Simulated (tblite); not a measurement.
lithium fluoride (FLi), singlet, at a GFN2-xTB geometry (such geometries of metal compounds can be far from the true shape); tblite 0.6.0 with GFN1-xTB.

tblite was given this input:
```
$ tblite run mol.xyz --method gfn1 --charge 0 --spin 0 --spin-polarized --json tblite.json --no-restart

# file mol.xyz
2

Li    -0.00000000    -0.00000000    -1.14043347
F      0.00000000     0.00000000     0.38014449
```

Question: What does tblite print? Leave out banner, timings and long lists.

Answer: 
```
xTB calculator
 | screened Coulomb repulsion
 | Coulomb electrostatics
 |  * isotropic Klopman-Ohno-Mataga-Nishimoto electrostatics
 |  * onsite third-order electrostatics
 | DFT-D3(BJ) dispersion correction
 | Interactions (1)
 | [1] spin polarization

halogen bonding energy    0.0000000000000E+00 Eh
repulsion energy          1.1913260706006E-02 Eh
dispersion energy        -8.1995959197570E-05 Eh
interaction energy        0.0000000000000E+00 Eh
number of electrons       8.0000000000000E+00 e
integral cutoff           4.0000000000000E+01 bohr

------------------------------------------------------------
  cycle        total energy    energy error   density error
------------------------------------------------------------
      1     -5.469101295706  -5.4809326E+00   4.8373418E-01
      2     -5.509889055680  -4.0787760E-02   2.6515970E-01
      3     -5.512078182165  -2.1891265E-03   1.1688163E-01
      4     -5.491478620422   2.0599562E-02   2.3672677E-01
      5     -5.521195039758  -2.9716419E-02   2.3712544E-02
      6     -5.521364222587  -1.6918283E-04   1.6757002E-02
      7     -5.521550733572  -1.8651099E-04   1.0297452E-03
      8     -5.521551430052  -6.9647972E-07   6.0157738E-06
------------------------------------------------------------

electronic energy        -5.5333826947988E+00 Eh
total energy             -5.5215514300520E+00 Eh

Post processing:
 | Mayer-Wiberg bond orders

[Info] JSON dump of results written to 'tblite.json'
```
